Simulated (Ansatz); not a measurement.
Consider the hydrogenolysis of a Ge–Cl bond: `[Cl][GeH]` + H₂ → `[GeH2]` + HCl.

Calculated with Ansatz (gas phase, PBE0-D4/def2-TZVP geometries, no zero-point term in ΔE). CCSD(T)/CBS adds triple-zeta CCSD(T) − MP2 to the extrapolated MP2 energy (def2 sets, frozen cores). This one scheme is used for every species. Functionals use def2-TZVPP. For Ge outer-core shells are correlated without core-valence functions, which leaves a few kJ/mol of doubt a bond. Scalar relativity is left out up to krypton.

`[Cl][GeH]`:

Cartesian coordinates in Å:
```
Cl 0.039 1.580 0.073
Ge -0.158 -0.436 -0.741
H 0.119 -1.144 0.668
```

H₂:

```xyz
2

H    -0.106   -0.250    0.256
H     0.106    0.250   -0.256
```

`[GeH2]`:

Cartesian coordinates in Å:
```
Ge -0.602 0.264 0.355
H -0.285 -0.166 -1.147
H 0.888 -0.098 0.792
```

HCl:

Cartesian coordinates in Å:
```
Cl -0.320 0.529 0.163
H 0.320 -0.529 -0.163
```

```
          level  ΔE (kcal/mol)
      r2SCAN-D4           27.7
            PBE           27.1
CCSD/def2-TZVPP           22.7
   HF/CBS(def2)           22.1
```

Problem. What does CCSD(T)/CBS give? (Estimate.)

Solution. Computed: +25.6 kcal/mol. The listed levels differ from it by 2.1, 1.5, -2.9, -3.5 kcal/mol.

Problem. What do rigid-rotor, harmonic-oscillator terms from PBE0-D4/def2-TZVP frequencies (298.15 K, 1 bar) make of the CCSD(T)/CBS value? (An estimate is asked.)

Solution. The calculation gave: ΔZPE = +0.5 kcal/mol, ΔH = +25.9 kcal/mol, ΔS = 12 J/(mol·K), ΔG = +25.0 kcal/mol.

Largest T1 diagnostic among the species: 0.013.

From PBE to PBE0 (25 % exact exchange), in def2-TZVPP and without D4, ΔE moves by −1.7 kcal/mol. The D4 term adds +1.0 kcal/mol with B3LYP and +0.5 kcal/mol with PBE0; it sums over pairs of atoms, weighted by their polarisabilities, and B3LYP, whose exchange is more repulsive, gets the larger term.

B3LYP here is the variant with VWN-RPA as its local correlation; programs differ in this.
